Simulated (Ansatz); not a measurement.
Two isomers of CH6OSiTe: A = `OC[SiH2][TeH]`, B = `C[Te][SiH2]O`.

Isolated molecules relaxed with PBE0-D4/def2-TZVP in Ansatz; ΔE leaves out vibrations. CBS: MP2 limit from def2 TZ/QZ plus the TZ coupled-cluster correction, frozen cores. Functionals use def2-TZVPP. B3LYP here is the variant with VWN-RPA as its local correlation; programs differ in this. Elements past krypton have def2 core potentials. For Te outer-core shells are correlated without core-valence functions, which leaves a few kJ/mol of doubt a bond. Each species was taken in one conformer, which may not be the lowest.

(1) Which is lower in electronic energy at CCSD(T)/CBS, and by how much? (An estimate is asked.)

(2) Give E(B) − E(A) in kJ/mol with PBE-D4, B3LYP, B2PLYP, HF/def2-TZVPP, r2SCAN-D4, ωB97M-V, CCSD/def2-TZVPP. (Estimate.)

Largest T1 diagnostic: 0.011.

## Answers

(1) Ansatz gave: B, by 169.0 kJ/mol.

(2) Ansatz gave: PBE-D4 -149.7, B3LYP -159.3, B2PLYP -166.0, HF/def2-TZVPP -165.5, r2SCAN-D4 -160.6, ωB97M-V -159.5, CCSD/def2-TZVPP -163.0. None reverses the order clearly.

From PBE to PBE0 (25 % exact exchange), in def2-TZVPP and without D4, E(B) − E(A) moves by −3.9 kJ/mol.
